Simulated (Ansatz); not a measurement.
`C=[CH][SnH2][Br]` + `O=NBr` → `[Br][SnH2][Br]` + `C=CN=O` at 600 K and 1 bar (formal exchange of groups at the Sn–C bond).

Isolated molecules relaxed with PBE0-D4/def2-TZVP in Ansatz; ΔE leaves out vibrations. CBS: MP2 limit from def2 TZ/QZ plus the TZ coupled-cluster correction, frozen cores. def2 core potentials past Kr. For Br, Sn outer-core shells are correlated without core-valence functions, which leaves a few kJ/mol of doubt a bond. Scalar relativity is left out up to krypton. Each species was taken in one conformer, which may not be the lowest.

| species | CCSD(T)/CBS energy (Eh) | H − E (kJ/mol) | S (J/(mol·K)) |
| --- | --- | --- | --- |
| `C=[CH][SnH2][Br]` | -2866.46631 | 204.6 | 441.1 |
| `O=NBr` | -2703.09775 | 42.8 | 305.5 |
| `[Br][SnH2][Br]` | -5361.94777 | 82.2 | 395.6 |
| `C=CN=O` | -207.66330 | 167.0 | 330.6 |

H − E and S are ideal-gas, rigid-rotor, harmonic terms from PBE0-D4/def2-TZVP, for one conformer and one mirror image of each species. 1 Eh = 2625.50 kJ/mol, R = 8.31446 J/(mol·K).

Problem. By hand: ΔE, ΔH, ΔS and ΔG.

Solution. ΔE = (-5361.94777) + (-207.66330) − (-2866.46631) − (-2703.09775) = -0.04701 Eh = -123.4 kJ/mol. Δ(H − E) = 82.2 + 167.0 − 204.6 − 42.8 = 1.8, so ΔH = -121.6 kJ/mol. ΔS = 395.6 + 330.6 − 441.1 − 305.5 = -20.4 J/(mol·K). ΔG = -121.6 − 600 × (-20.4)/1000 = -109.4 kJ/mol.

Problem. By hand: the equilibrium constant, and the temperature at which ΔG would vanish if ΔH and ΔS stayed fixed.

Solution. log₁₀ K = −ΔG/(RT ln 10) = 9.5. ΔG = 0 at ΔH/ΔS = 5961 K, far beyond where these terms or the molecules hold.

ΔH outweighs TΔS. A doubt of 5 kJ/mol in ΔE shifts log₁₀ K by 0.4 here. Other conformers and mirror images would add mixing entropy, several J/(mol·K) or more a flexible species. These are equilibria of isolated gas molecules and say nothing of rates. Largest T1 diagnostic: 0.017 (customary marks: 0.02 for closed shells, 0.045 for open ones).
